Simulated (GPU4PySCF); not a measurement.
GPU4PySCF input file for Co(CO)3(MeCN)(SiMe3) (C8H12CoNO3Si), SMILES CC#[N]->[Co](<-[C-]#[O+])(<-[C-]#[O+])(<-[C-]#[O+])[Si](C)(C)C, multiplicity 1, ωB97X-D3(BJ)/def2-TZVP. 

```python
import numpy as np
import cupy as cp
from pyscf import gto, lo
from gpu4pyscf import dft
import os
os.environ['JAX_PLATFORMS'] = 'cpu'
from ase import Atoms, units
from ase.calculators.calculator import Calculator, all_changes
from sella import Sella

mol = gto.M(
    atom='''
    Co   -1.47960000    0.58610000    0.50550000
    O    -1.78370000    0.19100000    3.37270000
    C    -1.58530000    0.34560000    2.21420000
    O    -3.37170000   -1.58700000    0.22990000
    C    -2.74620000   -0.64070000    0.29860000
    O    -0.77210000    3.47130000    1.14600000
    C    -1.16090000    2.37860000    0.82160000
    C    -0.83480000    1.13180000   -3.73080000
    C    -1.03890000    0.95710000   -2.31220000
    N    -1.13700000    0.78240000   -1.23630000
    H     0.12870000    0.85910000   -4.03180000
    H    -0.97680000    2.20620000   -3.93330000
    H    -1.61580000    0.56890000   -4.26930000
    Si    0.69300000   -0.49040000    0.82940000
    C     0.57970000   -2.39680000    0.37040000
    C     1.57730000   -0.42430000    2.54710000
    C     1.97110000    0.21570000   -0.41210000
    H     1.59800000   -2.78390000    0.41550000
    H    -0.02890000   -2.91950000    1.09020000
    H     0.16210000   -2.52160000   -0.65700000
    H     0.95070000   -0.92700000    3.28850000
    H     1.72100000    0.59800000    2.89610000
    H     2.51820000   -0.94460000    2.53100000
    H     2.05890000    1.36470000   -0.23480000
    H     1.71600000    0.03390000   -1.45760000
    H     2.92140000   -0.13530000   -0.18750000
    ''',
    basis='def2-TZVP',
    charge=0,
    spin=0,
    max_memory=12000,
    verbose=3,
)
mf = dft.RKS(mol, xc='wb97x-d3bj').density_fit(auxbasis='def2-universal-jkfit')
mf.grids.atom_grid = (99, 590)
mf.conv_tol = 1e-9
mf.max_cycle = 100
mf.kernel()
grad = mf.nuc_grad_method()
scan = grad.as_scanner()
scan.verbose = scan.base.verbose = 0
class SCF(Calculator):
    implemented_properties = ['energy', 'forces']
    def calculate(self, atoms=None, properties=None, system_changes=all_changes):
        super().calculate(atoms, properties, system_changes)
        e, g = scan(mol.set_geom_(self.atoms.positions, unit='Angstrom', inplace=False))
        assert scan.converged
        self.results = {'energy': float(e) * units.Hartree, 'forces': -np.asarray(g) * units.Hartree / units.Bohr}
atoms = Atoms(mol.elements, mol.atom_coords(unit='Angstrom'), calculator=SCF())
conv = Sella(atoms, order=0, internal=True, allow_fragments=True).run(fmax=0.005, steps=200)
mol_eq = mol.set_geom_(atoms.positions, unit='Angstrom', inplace=False)
print(mol_eq.tostring(format='xyz'))
mf.reset(mol_eq)
mf.verbose = 3
mf.kernel()
```

Log of the run:

```
converged SCF energy = -2265.2581310553
     Step          Energy         fmax         cmax       rtrust          rho
Sella   0   -61640.813449       7.0547       0.0000       0.1000       1.0000
Sella   1   -61641.717857       7.0547       0.0000       0.1005       1.0133
Sella   2   -61641.842193       1.9027       0.0000       0.1005       1.5264
Sella   3   -61641.943805       1.6434       0.0000       0.1005       1.0820
Sella   4   -61641.984790       0.9061       0.0000       0.1005       1.5519
Sella   5   -61642.040968       0.7249       0.0000       0.1156       1.0005
Sella   6   -61642.061354       0.5072       0.0000       0.1156       1.0742
Sella   7   -61642.090212       0.4912       0.0000       0.1156       0.6894
Sella   8   -61642.110013       0.5907       0.0000       0.1156       1.5266
Sella   9   -61642.129298       0.5049       0.0000       0.1156       1.2612
Sella  10   -61642.137838       0.3873       0.0000       0.1156       1.4271
Sella  11   -61642.144572       0.3121       0.0000       0.1156       1.3334
Sella  12   -61642.147834       0.2589       0.0000       0.1156       1.3589
Sella  13   -61642.149488       0.1636       0.0000       0.1156       1.3406
Sella  14   -61642.150281       0.0891       0.0000       0.1156       1.4031
Sella  15   -61642.150849       0.0529       0.0000       0.1156       1.4589
Sella  16   -61642.151419       0.0395       0.0000       0.1156       1.5211
Sella  17   -61642.152271       0.0389       0.0000       0.1156       1.5991
Sella  18   -61642.154533       0.0702       0.0000       0.1156       1.7094
Sella  19   -61642.165252       0.1507       0.0000       0.1156       1.5891
Sella  20   -61642.196139       0.2948       0.0000       0.1156       1.1356
Sella  21   -61642.238871       0.2595       0.0000       0.1329       1.0181
Sella  22   -61642.298006       0.3035       0.0000       0.1529       0.9683
Sella  23   -61642.372352       0.3286       0.0000       0.1529       1.0000
Sella  24   -61642.402754       0.5707       0.0000       0.1529       0.8196
Sella  25   -61642.424328       0.5673       0.0000       0.1529       1.6537
Sella  26   -61642.471036       0.4884       0.0000       0.1529       1.2731
Sella  27   -61642.501815       0.2543       0.0000       0.1529       1.3786
Sella  28   -61642.535919       0.2591       0.0000       0.1529       1.0970
Sella  29   -61642.551610       0.3366       0.0000       0.1529       1.5932
Sella  30   -61642.566406       0.2725       0.0000       0.1529       1.0636
Sella  31   -61642.568494       0.1309       0.0000       0.1529       1.4051
Sella  32   -61642.570450       0.1052       0.0000       0.1529       1.2657
Sella  33   -61642.570909       0.0574       0.0000       0.1529       1.2927
Sella  34   -61642.571098       0.0284       0.0000       0.1529       1.4299
Sella  35   -61642.571232       0.0222       0.0000       0.1529       1.2814
Sella  36   -61642.571283       0.0226       0.0000       0.1529       1.3150
Sella  37   -61642.571311       0.0192       0.0000       0.1529       1.3025
Sella  38   -61642.571327       0.0121       0.0000       0.1529       1.3078
Sella  39   -61642.571335       0.0060       0.0000       0.1529       1.2516
26
XYZ from PySCF
Co         -1.43820343        0.51364920        0.64251756
O          -1.77326724       -1.92016248        2.17538535
C          -1.63916700       -0.98358130        1.52929596
O          -4.25561233        1.33543439        0.69596267
C          -3.16486778        1.01542022        0.65324753
O          -0.36891426        2.93049822        1.82623681
C          -0.77803449        1.99056519        1.31462729
C          -0.79616507        0.00072174       -3.84852947
C          -1.03598626        0.17403784       -2.42080687
N          -1.21223481        0.30624024       -1.29815257
H          -0.00330143       -0.73374180       -3.99770133
H          -0.49329336        0.95155166       -4.28897834
H          -1.70697384       -0.34889495       -4.33617648
Si          0.78452698       -0.11831412        0.81427150
C           1.04253434       -1.82284826        0.04897678
C           1.41869221       -0.17699733        2.58126002
C           1.88202194        1.07010646       -0.15507918
H           2.11125133       -2.05923542        0.02227908
H           0.53907769       -2.60307583        0.62432037
H           0.66275971       -1.86434285       -0.97509742
H           0.85047507       -0.89210443        3.18146574
H           1.34071090        0.80178236        3.06132082
H           2.47037386       -0.47993794        2.59964986
H           1.89241212        2.06564150        0.29443632
H           1.54668820        1.17306667       -1.19021999
H           2.91082959        0.69575916       -0.16985784
converged SCF energy = -2265.32273218083
```

Self-consistency was reached.
